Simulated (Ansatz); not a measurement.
Energy landscape of H3 (cation, charge +1), singlet: symmetric bend, bond length relaxed. Scanned: H-H-H angle. Other coordinates (H-H bond length) were minimised at PBE0/def2-TZVP.

- RKS-PBE/aug-cc-pVTZ = restricted PBE/aug-cc-pVTZ run with Ansatz (a quantum-chemistry and plane-wave program)
- RKS-B3LYP/aug-cc-pVTZ = restricted B3LYP/aug-cc-pVTZ (Ansatz)
- FCI/aug-cc-pVTZ = full CI/aug-cc-pVTZ, frozen core (Ansatz)

Energies relative to the lowest point of each profile, in mEh; the last columns give the error against full CI:

```json
[
 {"a / °": "180", "RKS-PBE/aug-cc-pVTZ": "60.7", "RKS-B3LYP/aug-cc-pVTZ": "62.3", "FCI/aug-cc-pVTZ": "64.6", "RKS-PBE/aug-cc-pVTZ − FCI/aug-cc-pVTZ": "-3.9", "RKS-B3LYP/aug-cc-pVTZ − FCI/aug-cc-pVTZ": "-2.4"},
 {"a / °": "167.65", "RKS-PBE/aug-cc-pVTZ": "60.0", "RKS-B3LYP/aug-cc-pVTZ": "61.5", "FCI/aug-cc-pVTZ": "63.8", "RKS-PBE/aug-cc-pVTZ − FCI/aug-cc-pVTZ": "-3.8", "RKS-B3LYP/aug-cc-pVTZ − FCI/aug-cc-pVTZ": "-2.3"},
 {"a / °": "160.96", "RKS-PBE/aug-cc-pVTZ": "58.9", "RKS-B3LYP/aug-cc-pVTZ": "60.3", "FCI/aug-cc-pVTZ": "62.7", "RKS-PBE/aug-cc-pVTZ − FCI/aug-cc-pVTZ": "-3.8", "RKS-B3LYP/aug-cc-pVTZ − FCI/aug-cc-pVTZ": "-2.3"},
 {"a / °": "147.72", "RKS-PBE/aug-cc-pVTZ": "55.4", "RKS-B3LYP/aug-cc-pVTZ": "56.7", "FCI/aug-cc-pVTZ": "58.9", "RKS-PBE/aug-cc-pVTZ − FCI/aug-cc-pVTZ": "-3.5", "RKS-B3LYP/aug-cc-pVTZ − FCI/aug-cc-pVTZ": "-2.2"},
 {"a / °": "139.82", "RKS-PBE/aug-cc-pVTZ": "52.4", "RKS-B3LYP/aug-cc-pVTZ": "53.6", "FCI/aug-cc-pVTZ": "55.7", "RKS-PBE/aug-cc-pVTZ − FCI/aug-cc-pVTZ": "-3.3", "RKS-B3LYP/aug-cc-pVTZ − FCI/aug-cc-pVTZ": "-2.1"},
 {"a / °": "127.80", "RKS-PBE/aug-cc-pVTZ": "46.6", "RKS-B3LYP/aug-cc-pVTZ": "47.5", "FCI/aug-cc-pVTZ": "49.4", "RKS-PBE/aug-cc-pVTZ − FCI/aug-cc-pVTZ": "-2.9", "RKS-B3LYP/aug-cc-pVTZ − FCI/aug-cc-pVTZ": "-1.9"},
 {"a / °": "118.52", "RKS-PBE/aug-cc-pVTZ": "40.9", "RKS-B3LYP/aug-cc-pVTZ": "41.7", "FCI/aug-cc-pVTZ": "43.4", "RKS-PBE/aug-cc-pVTZ − FCI/aug-cc-pVTZ": "-2.5", "RKS-B3LYP/aug-cc-pVTZ − FCI/aug-cc-pVTZ": "-1.7"},
 {"a / °": "107.83", "RKS-PBE/aug-cc-pVTZ": "33.3", "RKS-B3LYP/aug-cc-pVTZ": "33.8", "FCI/aug-cc-pVTZ": "35.2", "RKS-PBE/aug-cc-pVTZ − FCI/aug-cc-pVTZ": "-1.9", "RKS-B3LYP/aug-cc-pVTZ − FCI/aug-cc-pVTZ": "-1.4"},
 {"a / °": "98.18", "RKS-PBE/aug-cc-pVTZ": "25.4", "RKS-B3LYP/aug-cc-pVTZ": "25.8", "FCI/aug-cc-pVTZ": "26.9", "RKS-PBE/aug-cc-pVTZ − FCI/aug-cc-pVTZ": "-1.4", "RKS-B3LYP/aug-cc-pVTZ − FCI/aug-cc-pVTZ": "-1.1"},
 {"a / °": "92.36", "RKS-PBE/aug-cc-pVTZ": "20.5", "RKS-B3LYP/aug-cc-pVTZ": "20.8", "FCI/aug-cc-pVTZ": "21.6", "RKS-PBE/aug-cc-pVTZ − FCI/aug-cc-pVTZ": "-1.1", "RKS-B3LYP/aug-cc-pVTZ − FCI/aug-cc-pVTZ": "-0.8"},
 {"a / °": "80.06", "RKS-PBE/aug-cc-pVTZ": "10.1", "RKS-B3LYP/aug-cc-pVTZ": "10.2", "FCI/aug-cc-pVTZ": "10.6", "RKS-PBE/aug-cc-pVTZ − FCI/aug-cc-pVTZ": "-0.5", "RKS-B3LYP/aug-cc-pVTZ − FCI/aug-cc-pVTZ": "-0.4"},
 {"a / °": "72.06", "RKS-PBE/aug-cc-pVTZ": "4.3", "RKS-B3LYP/aug-cc-pVTZ": "4.4", "FCI/aug-cc-pVTZ": "4.5", "RKS-PBE/aug-cc-pVTZ − FCI/aug-cc-pVTZ": "-0.2", "RKS-B3LYP/aug-cc-pVTZ − FCI/aug-cc-pVTZ": "-0.2"},
 {"a / °": "60", "RKS-PBE/aug-cc-pVTZ": "0.0", "RKS-B3LYP/aug-cc-pVTZ": "0.0", "FCI/aug-cc-pVTZ": "0.0", "RKS-PBE/aug-cc-pVTZ − FCI/aug-cc-pVTZ": "0.0", "RKS-B3LYP/aug-cc-pVTZ − FCI/aug-cc-pVTZ": "0.0"}
]
```

RKS-PBE/aug-cc-pVTZ is furthest from FCI/aug-cc-pVTZ at 180 (-3.9 mEh, below); its mean absolute error over the points is 2.2 mEh.

RKS-B3LYP/aug-cc-pVTZ is furthest from FCI/aug-cc-pVTZ at 180 (-2.4 mEh, below); its mean absolute error over the points is 1.4 mEh.
